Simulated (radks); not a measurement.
Ionisation ladder of rubidium, from Rb XVII to Rb XIX. Each ion is in the ground configuration listed by NIST, and IE = E(next ion) - E(this ion). Method: scalar-relativistic Kohn-Sham, PBE, spin-unpolarised, spherical densities, finite nucleus; Fermi nuclear charge, rms radius 4.2036 fm; computed with a radial shooting solver on a logarithmic mesh with Libxc functionals.

species   configuration  E (hartree)  IE, Delta-SCF (eV)  <r> HOMO (bohr)  IE, NIST (eV)    kind  error (eV)
Rb XVII        [Ar] 3d3  -2851.88408              598.61            0.432            601  theory        -2.4
Rb XVIII       [Ar] 3d2  -2829.88555              650.97            0.423            654  theory        -3.0
Rb XIX         [Ar] 3d1  -2805.96297              704.82            0.415            706  theory        -1.2

Reference values: NIST Atomic Spectra Database (exp. = measured, semi-emp. = semi-empirical, theory = theoretical value adopted there). The ionisation energy per charge of the ion left behind rises most, in proportion, at Rb XVIII ([Ar] 3d2), from 35.212 to 36.165 eV. Spin polarisation and multiplet splitting are left out, so open shells lie too high by an amount that depends on their filling.

Beside tabulated values, note that spin-unpolarised runs miss the spin-polarisation part of the exchange energy of open shells.
